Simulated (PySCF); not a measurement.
Species: FH6PSi2.
Numbering: `[F:1][SiH2:2][SiH2:3][PH2:4]` (hydrogens: H5, H6 on Si2; H7, H8 on Si3; H9, H10 on P4)

The calculation used PySCF 2.14.0, PBE0-D3(BJ)/def2-SVP geometry optimisation, gas phase.

Question: What internal coordinates does the optimisation give?

Answer: 
```tsv
bond	length (bohr)	order
F1–Si2	3.085	single
Si2–Si3	4.425	single
Si3–P4	4.296	single
Si2–H5, Si2–H6	2.821	single
Si3–H7, Si3–H8	2.826	single
P4–H9, P4–H10	2.700	single
```

Bonds in one row agree within 0.02 bohr and their mean is given. Orders are formal, as drawn. A selection of angles:
```tsv
angle	degrees
F1–Si2–Si3	108.7
F1–Si2–H5	108.1
Si3–Si2–H5	111.2
H5–Si2–H6	109.2
Si2–Si3–P4	107.5
Si2–Si3–H7	109.5
P4–Si3–H7	107.6
P4–Si3–H8	113.4
H7–Si3–H8	108.7
Si3–P4–H9	93.5
H9–P4–H10	93.7
```

Torsions: F1–Si2–Si3–P4 180° (antiperiplanar). The mirror-image conformer, all signs reversed, is as good.

The 4 heavy atoms lie in one plane (0.004 Å rms). Si3 (SiH2 silicon) is distorted tetrahedral (angles from 107.5° to 113.4°). Si2 (fluorine-bound silicon) is tetrahedral (angles from 108.1° to 111.2°). P4 (three-coordinate phosphorus) is pyramidal (angles 94.0°, 93.7° and 93.5°, sum 281.1°, 0.86 Å off the plane of its three neighbours).

No frequency check. The numbers are those of one conformer (F1–Si2–Si3–P4 180°, Si2–Si3–P4–H -74° and -168°).
